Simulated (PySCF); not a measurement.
# Correlation energy of Se²⁺ (selenium, charge +2)

[Ar] 3d10 4s2 4p2, high-spin 3P determinant. Computed with PySCF 2.14 in aug-cc-pVDZ-DK, with scalar relativity by spin-free X2C-1e. Frozen: [Ar] 3d10; 4 electrons correlated.

MP2 pair energies summed by pair of shells (mhartree):

```csv
pair,energy,share (%)
4s-4p,-26.70,60.7
4s-4s,-12.88,29.3
4p-4p,-4.40,10.0
```

Total MP2 correlation energy: -43.98 mhartree.

Same-spin part -6.99 and opposite-spin part -36.98 mhartree; SCS-MP2 scales them by 1/3 and 6/5 to -46.71 mhartree.

```json
{"level": "CCSD", "correlation energy (mhartree)": "-60.44"}
{"level": "(T)", "correlation energy (mhartree)": "-0.60"}
{"level": "CCSD(T)", "correlation energy (mhartree)": "-61.04"}
```

Diagnostics: T1 = 0.0059, D1 = 0.0163, largest double amplitude 0.095.

Cost of the coupled-cluster step: 0.14 s of wall time on 1 thread of Neoverse-V2 (shared host), for 4 correlated electrons.
